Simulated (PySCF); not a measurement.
**Computed properties of (E)-1-bromo-1-chloro-2-fluoroethene (C2HBrClF), SMILES F/C=C(\Cl)Br**

(E)-1-bromo-1-chloro-2-fluoroethene (C2HBrClF), SMILES F/C=C(\Cl)Br. Geometry optimised at TPSSh-D3(BJ)/def2-SVP. The values are those of a single conformer. All values are computed for the isolated molecule unless a solvent is named; none is compared with measurement here.

**Structure.** The optimised structure has Cs symmetry. All 12 harmonic modes at TPSSh-D3(BJ)/def2-SVP (PySCF) are real, so it is a minimum. With heavy atoms numbered as in [F:1]/[CH:2]=[C:3](\[Cl:4])[Br:5], the shortest bond between them is F1–C2 at 1.330 Å and the longest C3–Br5 at 1.886 Å.

**Vibrations.** The strongest infrared lines (harmonic, unscaled, degenerate partners summed) lie at 1182 cm⁻¹ (139 km/mol, C 58 %, F 36 %), 902 cm⁻¹ (136 km/mol, C 86 %), 1705 cm⁻¹ (43 km/mol, C 94 %). The softest mode is at 183 cm⁻¹ and the zero-point energy is 16.1 kcal/mol.

**Electronic structure.** M06-2X/def2-TZVP (PySCF) places the frontier levels at -8.57 and 0.27 eV, a gap of 8.84 eV, and gives a dipole moment of 1.27 D and a mean polarisability of 55.4 bohr³. PBE/def2-TZVP (PySCF) at the same geometry gives -6.14 and -1.74 eV, so its gap is 4.44 eV narrower. An orbital gap is neither the optical nor the fundamental gap.

**Excitations.** TDDFT-ωB97X/def2-SVPD (PySCF) has S1 at 5.41 eV (229 nm, f = 0.000, dark); the most intense of the 10 singlets computed lies at 6.58 eV (f = 0.19). T1 (TDA) is at 3.95 eV. TDDFT-PBE/def2-SVPD (PySCF) puts S1 at 4.57 eV. No vertical singlet excitation falls in the visible range (under 3.1 eV).

**NMR.** GIAO shifts at HF/pcSseg-1 (PySCF) (non-relativistic, atoms alike by connectivity averaged): ¹³C from 129.2 to 160.3 ppm against TMS; ¹H at 7.5 ppm against TMS; ¹⁹F at -91.3 ppm against CFCl3. Without spin–orbit terms, shifts of atoms bonded to Cl or Br come out too high.

**Solvation.** SMD-ωB97X/def2-SVP (PySCF) gives 0.0 kcal/mol in water, -3.4 kcal/mol in benzene, -3.8 kcal/mol in acetone (1 M in both phases, gas-phase geometry).
